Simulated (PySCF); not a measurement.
**LiCd and its ions**

BP86; Li def2-SVPD, Cd def2-SVPD with ECP28; scalar-relativistic core potentials (PySCF 2.14). Neutral (UKS): doublet (σ ↑), Re = 3.025 Å, ωe = 162 cm⁻¹, De = 0.20 eV, HOMO -3.08 eV, LUMO -2.24 eV.

LiCd⁺ (UKS): singlet (closed shell), Re = 2.798 Å, ωe = 236 cm⁻¹, De = 0.59 eV to Li⁺ + Cd. The energies at the minima are -175.33558 hartree for LiCd and -175.14850 for LiCd⁺.

Question: Work out the adiabatic ionisation energy, without and with harmonic zero-point energies (1 hartree = 27.2114 eV, 1 eV = 8065.5 cm⁻¹), and the change of the bond length.

Answer: At BP86: 0.18708 hartree = 5.091 eV between the minima; the zero-point term (236.0 − 162.0)/2 cm⁻¹ = +0.005 eV makes it 5.095 eV. Re changes by -22.7 pm against the neutral. The electron leaves a σ orbital, and the shorter bond of the ion fits an antibonding orbital, or a change in how ionic the bond is.

Closed-shell solutions of metal pairs were not tested for spin polarisation, which can lower them a little. Weak bonds: LiCd. Basis-set superposition, not corrected here, can be much of De in a small basis, most of all at correlated wavefunction levels. For an ion De counts to the pair picked by the measured ionisation energies or electron affinities, which need not be the lowest pair at this level. States were picked by a PBE0 search and need not be the measured ground states.
